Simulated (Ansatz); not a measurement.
Ti(OH)3 (H3O3Ti), SMILES [OH][Ti+]([OH])[OH], charge +1, multiplicity 1.

Coordinates come from a PBE0-D3(BJ)/def2-SVP optimisation. The spin state was assumed, not searched. The isomer is the one that the SMILES or the coordinates give; other isomers of the formula were not compared. The values are those of a single conformer.

Two levels are set side by side: PBE/def2-SVPD (Ansatz, a first-principles code) and PBE0/def2-SVPD (Ansatz). Energy differences of separate SCF runs at the same geometry; the states with an electron removed or added have multiplicity 2 and 2. Differences are taken from unrounded values.

```csv
quantity,PBE0
vertical ionisation energy (eV),17.37
vertical electron affinity (eV),6.84
vertical singlet–triplet gap (eV),4.03
```

Task: What does PBE give, and how far is it from PBE0? (Estimate from the structure and the level; the computed values follow.)

Result: 
| quantity | PBE | PBE minus PBE0 |
|---|---|---|
| vertical ionisation energy (eV) | 16.89 | -0.48 |
| vertical electron affinity (eV) | 6.44 | -0.41 |
| vertical singlet–triplet gap (eV) | 4.02 | 0.00 |
